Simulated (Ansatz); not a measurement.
A nudged elastic band was laid between two geometries of CH$_{9}$BSSi$_{2}$ (14 atoms, charge 0, multiplicity 1).

Computed with Ansatz, RKS LDA/def2-SVP.

```yaml
movable_images: 5
climbing_image: yes
spring: 5.0 eV/Å²
optimiser: quadratic models (default)
start_path: through a guess of the saddle point
force_threshold: 0.05 eV/Å
iteration_limit: 60
end_points: relaxed
```

Image 0:

```xyz
14
Properties=species:S:1:pos:R:3
B -2.004 0.481 1.699
S -0.291 0.504 2.133
Si 0.397 -1.207 0.960
Si 0.308 -0.498 -1.257
C 1.272 1.103 -1.383
H -2.699 1.346 2.198
H -2.456 -0.366 0.947
H 1.808 -1.477 1.419
H -0.460 -2.398 1.294
H 0.852 -1.551 -2.191
H -1.150 -0.279 -1.581
H 1.150 1.567 -2.385
H 2.354 0.927 -1.208
H 0.907 1.820 -0.616
```

Image 6:

```xyz
14
Properties=species:S:1:pos:R:3
B -0.667 0.338 2.062
S -2.110 0.578 0.808
Si -0.906 -1.062 0.391
Si 0.468 -0.711 -1.454
C 0.911 1.099 -1.346
H -0.989 -0.137 3.140
H 0.194 1.204 2.008
H 0.152 -0.669 1.597
H -1.353 -2.424 0.851
H 1.662 -1.631 -1.417
H -0.345 -1.035 -2.682
H 1.405 1.459 -2.273
H 1.587 1.284 -0.485
H -0.023 1.677 -1.173
```

(1) Which bonds break or form, and what moves?

(2) What energy profile does the band end with?

(3) What is the geometry of the highest image?

Answers

(1) Bonds formed: B1–Si3. The dihedral B1–S2–Si3–Si4 goes from 71 to -107°.

(2) It converged. The highest image is number 5 of 0 to 6, 0.59 eV above the first end and 0.54 eV above the last; the last end lies 0.05 eV above the first. Beside the main top the profile has a ripple of under 15 meV (maxima at images 3, 5), which may be a very shallow well or noise. A vibrational analysis at the climbing image gives one clearly imaginary mode, 328i cm⁻¹, and a faint second one (36i cm⁻¹) that may be numerical noise or a soft torsion: probably a first-order saddle point.

```
image  path coordinate (Å)  energy (eV)  B1–Si3 (Å)  dihedral B1–S2–Si3–Si4 (°)
    0                 0.00         0.00        3.03                          71
    1                 1.68         0.03        3.11                         108
    2                 3.36         0.05        3.11                         153
    3                 5.03         0.06        3.07                        -167
    4                 6.71         0.06        3.08                        -134
    5                 8.39         0.59        2.65                        -146
    6                10.57         0.05        2.19                        -107
```

(3) 
```xyz
14
Properties=species:S:1:pos:R:3:forces:R:3
B -1.359 0.453 2.511 -0.01 -0.02 0.00
S -1.794 0.646 0.753 -0.01 -0.01 0.00
Si -0.449 -1.027 0.506 0.00 -0.01 -0.03
Si 0.546 -0.648 -1.571 0.00 0.00 0.01
C 1.181 1.109 -1.568 0.01 0.00 0.01
H -2.188 -0.017 3.273 0.01 0.03 0.03
H -0.273 0.831 2.916 0.01 0.00 -0.02
H 0.529 -0.965 1.662 0.01 0.00 0.01
H -1.198 -2.328 0.637 0.00 0.00 0.00
H 1.628 -1.667 -1.829 0.00 0.00 0.00
H -0.545 -0.841 -2.594 0.00 0.00 0.00
H 1.481 1.435 -2.585 0.00 0.01 0.00
H 2.054 1.211 -0.890 0.00 0.00 0.00
H 0.374 1.777 -1.193 0.00 0.00 0.00
```

The run took 6.9 min on 2 threads of Arm Neoverse V2, with other jobs on the host, peak memory 0.17 GiB.
